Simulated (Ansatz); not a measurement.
Species: Ge$_{4}$H$_{10}$, charge 0, multiplicity 1. 
Geometry from a B3LYP-D3(BJ)/def2-TZVP (Ansatz, a quantum-chemistry and plane-wave program) optimisation:
```xyz
14

Ge    -2.0786     1.3334     0.2703
Ge    -0.8414    -0.5102     1.2778
Ge     0.8014    -1.3641    -0.3132
Ge     2.1174     0.4842    -1.2057
H     -3.1776     1.8579     1.2117
H     -1.1129     2.4880    -0.0514
H     -2.7345     0.8713    -1.0434
H     -1.8120    -1.6268     1.7130
H     -0.1105    -0.0036     2.5378
H      1.7260    -2.3992     0.3590
H      0.0661    -2.0702    -1.4705
H      1.1970     1.4489    -1.9747
H      3.2170    -0.0143    -2.1606
H      2.7801     1.2623    -0.0546
```
Charge 0, spin multiplicity 1.

Parts of the frozen-core correlation energy in cc-pVTZ (Ansatz, hartree). Frozen orbitals: 56; correlated occupied orbitals by spin: 13 and 13; virtual: 243 and 243. No spin-orbit coupling. Non-relativistic.

| term | value |
|---|---|
| reference (HF) | -8307.45791 |
| MP2 opposite-spin | [?] |
| MP2 same-spin | -0.07349 |
| CCSD correlation | [?] |
| (T) | [?] |
| T1 diagnostic | 0.012 |
| largest doubles amplitude | 0.023 |

Q: Some entries are withheld; supply them.

A: 
- MP2 opposite-spin, value: -0.41554
- CCSD correlation, value: -0.57186
- (T), value: -0.01934
